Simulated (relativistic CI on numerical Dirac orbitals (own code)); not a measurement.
Sensitivity of the levels of W61+ to α and to the nuclear radius

Calculated at this level of theory: Dirac-Coulomb-Breit CI, separate exchange-only KLI orbitals for each configuration, derivatives by finite differences, unscaled Slater integrals, QED left out (own radial code, finite nucleus).

Configurations in the expansion (outside the closed core [Ne]): 3s2.3p, 3s2.3d, 3s.3p2, 3p3, 3s.3p.3d, 3p.3d2, 3s.3d2, 3p2.3d. Levels of other configurations are missing.

With x = (α/α₀)² − 1 an excitation energy changes as ω = ω₀ + qx; K = 2q/ω₀ is the relative enhancement. Terms are leading LS components, so labels can repeat. The field-shift factor is F = δν/δ⟨r²⟩ for the transition from the lowest level.

Lowest level 3s2.3p 2P°_1/2.

```
           Level  ω₀ (cm⁻¹)   q (cm⁻¹)  F (GHz/fm²)
   3s.3p2 4P_1/2    1390620     360700        -7450
  3s2.3p 2P°_3/2    2930544  3.586e+06         -574
   3s.3p2 4P_3/2    4071482  3.899e+06        -7850
   3s.3p2 2D_5/2    4220698  3.915e+06        -7790
   3s.3p2 2D_3/2    4387565   3.87e+06        -6430
   3s.3p2 2P_1/2    4478793  3.924e+06        -7990
   3s2.3d 2D_3/2    4840178  3.765e+06        -2170
   3s2.3d 2D_5/2    5418665  4.382e+06         -713
3s.3p.3d 4F°_3/2    5737262  4.099e+06       -11000
3s.3p.3d 4F°_3/2    5841178  4.111e+06       -11000
3s.3p.3d 4F°_5/2    5928318   4.01e+06        -7910
3s.3p.3d 4D°_1/2    6147795  4.049e+06        -7890
3s.3p.3d 4D°_3/2    6205314  4.115e+06        -8690
```

At this charge energies of transitions that change n are usually good to better than 1 %, and those within a shell (Δn = 0) to a few per cent.

(1) Which transition from the lowest level has the largest |K|?

## Answers

(1) 3s2.3p 2P°_3/2 at 2930544 cm⁻¹, K = 2.45.
